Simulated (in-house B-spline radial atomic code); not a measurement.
# Binding energies in Re²⁺

NIST's tabulated ground configuration is [Xe] 4f14 5d5; each binding energy is the energy of the ion with one electron taken from that subshell, relaxed, less that of the parent. Method: Dirac-Hartree-Fock, average of configuration, Fermi nucleus of rms radius 5.3698 fm. Calculated with a radial B-spline atomic code at the basis-set limit. Energies include first-order Breit, QED and recoil terms.

```
subshell  X-ray name  binding energy (eV)  -ε (eV)  relaxation (eV)
      1s           K              71700.1  72155.0             89.5
      2s          L1              12562.8  12662.0             53.8
   2p1/2          L2              11986.9  12089.8             58.4
   2p3/2          L3              10563.4  10647.3             55.2
      3s          M1               2967.4   3007.1             30.6
   3p1/2          M2               2712.8   2752.9             31.6
   3p3/2          M3               2399.9   2434.9             29.9
      4s          N1                659.1    674.0             12.8
   4p1/2          N2                552.5    566.9             12.6
   4p3/2          N3                479.5    491.9             11.5
      5s          O1                114.1    117.4              2.9
   5p1/2          O2                79.69    82.43             2.52
   4f5/2          N6                68.87    78.41             9.70
   5p3/2          O3                68.71    70.90             2.10
   4f7/2          N7                66.48    75.71             9.49
      5d        O4,5                25.59    26.52             0.95
```

Relaxation = -ε minus the binding energy without Breit, QED and recoil terms.

Emission lines follow as differences of binding energies, with λ = 12398.42 eV·Å / E:

```json
{"line": "K-L3", "holes": "1s → 2p3/2", "energy (eV)": "61136.7", "wavelength (Å)": "0.2028"}
{"line": "K-L2", "holes": "1s → 2p1/2", "energy (eV)": "59713.2", "wavelength (Å)": "0.20763"}
{"line": "K-M3", "holes": "1s → 3p3/2", "energy (eV)": "69300.2", "wavelength (Å)": "0.17891"}
{"line": "L1-M3", "holes": "2s → 3p3/2", "energy (eV)": "10162.9", "wavelength (Å)": "1.22"}
{"line": "L3-M1", "holes": "2p3/2 → 3s", "energy (eV)": "7596.0", "wavelength (Å)": "1.6322"}
```

Task: What screening constant σ does Moseley's law, E = (3/4)·13.6057 eV·(Z - σ)², need for K-L3?

Result: σ = -2.40.

Moseley's non-relativistic formula needs a falling, then negative, screening constant for heavy elements, because relativity binds the 1s electron more strongly than the formula allows.

Task: What does it cost to remove both a 3s and a 4f5/2 electron?

Result: 3065.2 eV, which is 28.98 eV more than the two single binding energies together.

Task: What does it cost to remove both a 3p1/2 and a 4s electron?

Result: 3405.3 eV, which is 33.32 eV more than the two single binding energies together.

Task: What does it cost to remove both a 3s and a 5p3/2 electron?

Result: 3053.6 eV, which is 17.51 eV more than the two single binding energies together.
